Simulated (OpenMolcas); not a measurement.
## What dynamic correlation does to the levels of Al+

```
Program             : OpenMolcas 26.06
Basis               : ANO-R2 [5s5p3d1f]
Scalar Hamiltonian  : X2C, finite nucleus
Active space        : 2 electrons in 8 orbitals (3s 3p 4s 4p)
State averaging     : 2S+1 = 3 even, 3 roots; 2S+1 = 1 even, 7 roots; 2S+1 = 3 odd, 3 roots; 2S+1 = 1 odd, 3 roots
Spin-orbit coupling : RASSI with atomic mean-field integrals over the reference wave functions, term energies averaged over their components
```

Methods on the same reference wave functions:
A. CASSCF
B. SS-CASPT2, IPEA 0.25 Eh, imaginary shift 0.1 Eh (closed shells correlated: 2s 2p)
C. MS-CASPT2, IPEA 0.25 Eh, imaginary shift 0.1 Eh (closed shells correlated: 2s 2p)

Energies in eV above 3s² ¹S₀, the measured ground level; measured values from NIST Handbook of Basic Atomic Spectroscopic Data.

| Level | A | B | C | Measured |
| --- | --- | --- | --- | --- |
| 3s² ¹S₀ | 0.0000 | 0.0000 | 0.0000 | 0.0000 |
| 3s 3p ³P°₀ | 4.6064 | 4.597 | 4.597 | 4.6361 |
| 3s 3p ³P°₁ | 4.6129 | 4.603 | 4.604 | 4.6437 |
| 3s 3p ³P°₂ | 4.6258 | 4.616 | 4.617 | 4.6591 |
| 3s 3p ¹P°₁ | 8.3753 | 7.591 | 7.592 | 7.4207 |

Deviations, from unrounded energies. A percentage is the sum of absolute deviations over the sum of measured energies, with the sign that they share, or ± where signs differ.

```
           Against measurement  Levels     A     B     C
mean absolute deviation (cm-1)       4  2100   590   590
      other configurations (%)       4  ±4.9  ±1.4  ±1.4
```

B, C lie about equally close to measurement and A furthest from it. The largest miss of C in the table is 3s 3p ¹P°₁, by +1400 cm-1. The ranking rests on the paired levels alone, and a cruder setting can come out closer through cancelling errors.

Between B and C no level of the table moves by more than 5 cm-1.

The lowest spin-free term lies below A's lowest term by 0.210 hartree in B, 0.210 hartree in C.

Over all roots computed the reference weight is 0.90 to 0.99 in B, 0.90 to 0.99 in C; the roots of lowest weight are the least certain, and an intruder state may touch them. The run also gave levels led by 3s 4s, which use shells meant for correlation; these and all levels above them are left out. Without dynamic correlation excited terms often stand tens of per cent too high (terms of higher spin than the ground term too low), and those without a measured partner can miss by more than the paired ones (holds for A). Computed and measured levels are paired by configuration, term and J; levels that our copy of the source lacks, or whose pairing is in doubt (as where it misses far off the trend of its configuration), stay unpaired and out of the deviations. Levels of configurations outside the active space are missing. The table leaves out levels that lie high or whose names do not pair safely across all columns.

° marks odd parity.
